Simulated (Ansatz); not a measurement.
`O[Si](O)(F)O[SiH3]` + `[SiH3]`• → `O[Si](O)(F)O[SiH2]`• + SiH₄  (hydrogen abstraction from the Si–H bond)

Program: Ansatz. Geometries: PBE0-D4/def2-TZVP. ΔE: electronic, gas phase. CBS: MP2 limit from def2 TZ/QZ plus the TZ coupled-cluster correction, frozen cores. This one scheme is used for every species. Functionals use def2-TZVPP. B3LYP here is the variant with VWN-RPA as its local correlation; programs differ in this. Open shells (•) are unrestricted, without spin–orbit coupling. One conformer a species, not always the lowest.

`O[Si](O)(F)O[SiH3]`:

Z-matrix (Å, degrees):
```
Si
O 1 1.618
F 1 1.588 2 111.5
O 1 1.623 2 108.8 3 -119.0
O 1 1.606 2 108.2 3 117.2
H 2 0.958 1 118.4 3 77.1
H 4 0.958 1 118.5 2 163.8
Si 5 1.641 1 145.4 2 9.7
H 8 1.484 5 110.1 1 -66.9
H 8 1.484 5 110.2 1 54.1
H 8 1.483 5 107.5 1 173.6
```

`[SiH3]`•:

Z-matrix (Å, degrees):
```
Si
H 1 1.486
H 1 1.486 2 111.3
H 1 1.486 2 111.3 3 124.6
```

`O[Si](O)(F)O[SiH2]`•:

Z-matrix (Å, degrees):
```
Si
O 1 1.623
F 1 1.587 2 108.2
O 1 1.618 2 109.0 3 121.3
O 1 1.610 2 113.3 3 -118.2
H 2 0.958 1 118.6 3 43.2
H 4 0.958 1 118.4 2 -41.5
Si 5 1.644 1 144.9 2 -113.9
H 8 1.490 5 107.1 1 169.0
H 8 1.492 5 109.9 1 48.8
```

SiH₄:

Z-matrix (Å, degrees):
```
Si
H 1 1.485
H 1 1.485 2 109.5
H 1 1.485 2 109.5 3 -120.0
H 1 1.485 2 109.5 3 120.0
```

Task: Is it downhill or uphill in electronic energy at CCSD(T)/CBS, and by how much? (Estimate.)

Result: The calculation gave: Uphill: ΔE = +0.08 eV.

Task: What do these levels give: PBE-D4, r2SCAN-D4, B3LYP-D4, B2PLYP, PBE, HF/def2-TZVPP, MP2/def2-TZVPP, CCSD/def2-TZVPP, HF/def2-QZVPP, SCS-MP2/def2-QZVPP, MP2/CBS(def2), CCSD/CBS(def2)? (An estimate is asked.)

Result: Computed: PBE-D4 0.01, r2SCAN-D4 0.05, B3LYP-D4 0.02, B2PLYP 0.05, PBE 0.01, HF/def2-TZVPP 0.10, MP2/def2-TZVPP 0.08, CCSD/def2-TZVPP 0.09, HF/def2-QZVPP 0.10, SCS-MP2/def2-QZVPP 0.08, MP2/CBS(def2) 0.08, CCSD/CBS(def2) 0.09 eV.

Largest T1 diagnostic among the species: 0.015.

From PBE to PBE0 (25 % exact exchange), in def2-TZVPP and without D4, ΔE moves by +0.03 eV.
